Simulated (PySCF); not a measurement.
IF2: from structure and modes to constants

Method: UPBE0/[I def2-TZVP with ECP28, F def2-TZVP], scalar-relativistic core potentials, density fitting, no spin–orbit coupling, PySCF.

The doublet minimum has C2v symmetry. Masses (u): I 126.90447, F 18.99840.

```xyz
3
charge 0 multiplicity 2, angstrom
I    -0.0825    0.0000    0.0000
F     0.2434   -1.9349    0.0000
F     0.2434    1.9349    0.0000
```

Harmonic wavenumbers (cm⁻¹): 107.7 (a1, ×1), 550.0 (b2, ×1), 555.8 (a1, ×1).

Problem. Find the principal moments of inertia and the rotational constants. What kind of rotor is it?

Solution. About the centre of mass I = 3.1065, 142.25, 145.36 u Å². With B = 16.8576/I this gives 5.426, 0.1185, 0.116 cm⁻¹. The molecule is an asymmetric top with κ = -1.00.

Problem. What is the harmonic zero-point energy?

Solution. Half the sum of all 3 wavenumbers, 1213/2 = 607 cm⁻¹, which is 7.3 kJ/mol (1 cm⁻¹ = 0.0119627 kJ/mol).

Problem. Find the vibrational entropy and heat capacity at 298.15 K.

Solution. With u = 1.43878 ω/T, each mode gives S = R[u/(eᵘ−1) − ln(1−e⁻ᵘ)] and C = R u² eᵘ/(eᵘ−1)².
| ω (cm⁻¹) | u | S (J/(mol K)) | C (J/(mol K)) |
| --- | --- | --- | --- |
| 107.7 | 0.520 | 13.85 | 8.13 |
| 550.0 | 2.654 | 2.28 | 4.77 |
| 555.8 | 2.682 | 2.23 | 4.72 |
The sums over all modes are S = 18.4 and C = 17.6 J/(mol K); the softest mode gives 75 % of the entropy.

This need not be the most stable arrangement of these atoms. With an element this heavy the missing spin–orbit coupling can shift these numbers.
